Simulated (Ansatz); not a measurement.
Program: Ansatz. Geometries: PBE0-D4/def2-TZVP. ΔE: electronic, gas phase. CBS: MP2 limit from def2 TZ/QZ plus the TZ coupled-cluster correction, frozen cores. This one scheme is used for every species. Functionals use def2-TZVPP. B3LYP here is the variant with VWN-RPA as its local correlation; programs differ in this. For As outer-core shells are correlated without core-valence functions, which leaves a few kJ/mol of doubt a bond. Scalar relativity is left out up to krypton. One conformer a species, not always the lowest.

Reaction (ligand exchange at the Si–C bond): `C[SiH2]C=N` + `O[AsH2]` → `C[SiH2][AsH]O` + `C=N`

| level | ΔE (eV) |
| --- | --- |
| PBE0-D4 | -0.43 |
| B3LYP-D4 | -0.40 |
| ωB97X-V | -0.38 |
| PBE | -0.40 |
| r2SCAN | -0.39 |
| B3LYP | -0.36 |
| HF/def2-QZVPP | -0.32 |
| MP2/CBS(def2) | -0.42 |

Task: What does CCSD(T)/CBS give? (Estimate.)

Result: Ansatz gave: -0.40 eV. The listed levels differ from it by -0.03, 0.00, 0.02, 0.00, 0.01, 0.04, 0.08, -0.02 eV.

Largest T1 diagnostic among the species: 0.012.

The D4 term adds −0.05 eV with B3LYP and −0.03 eV with PBE0; it sums over pairs of atoms, weighted by their polarisabilities, and B3LYP, whose exchange is more repulsive, gets the larger term. In def2-TZVPP, CCSD(T) changes the Hartree–Fock value by −0.05 eV (the triples alone add −0.01 eV) and MP2 by −0.07 eV.
